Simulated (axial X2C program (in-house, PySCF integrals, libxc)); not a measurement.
# Photoelectron levels of CdPb by EOM-IP-CCSD

Computed with an axial X2C code built on PySCF integrals: two-component X2C with atomic mean-field Coulomb and Gaunt terms, Gaussian nuclei, basis Pb dyall-cv3z, Cd dyall-cv3z with contracted cores.

R = 3.201 Å (near the PBE0 minimum at charge 0 of the determinant lowest at the starting distance; the state shown can have its own minimum elsewhere).

Vertical ionisation energies of CdPb to the states of CdPb⁺:

```tsv
Ω of CdPb⁺	vertical IE (eV)	above lowest (cm⁻¹)	ionised spinor	one-hole weight
1/2	6.803	0	67% Pb pπ, 12% Cd sσ, 11% Pb pσ	0.95
1/2	8.885	16795	68% Cd sσ, 22% Pb pσ	0.91
```

This point took 13 s on 1 thread of Intel(R) Xeon(R) 6975P-C (Granite Rapids) (shared host).

Reference electrons by ω block (each with its −ω partner): 1/2: 38, 3/2: 19, 5/2: 7, 7/2: 1. 16 electrons of CdPb correlated (inner shells frozen), 88 natural virtual spinors (a truncated set); levels can be off by some tenths of an eV. Roots sought by Ω: (1/2: 4, 3/2: 3, 5/2: 1); rows need 60 % one-particle weight and stop where some Ω has no more roots. Missing are any skipped roots, higher Ω and states of a further excitation; these come out far too high here and may in truth be low or lowest. T1 of the reference 0.015 (Lee–Taylor). Number of frozen shells: Pb 5 s, 4 p, 3 d, 1 f; Cd 4 s, 3 p, 1 d.
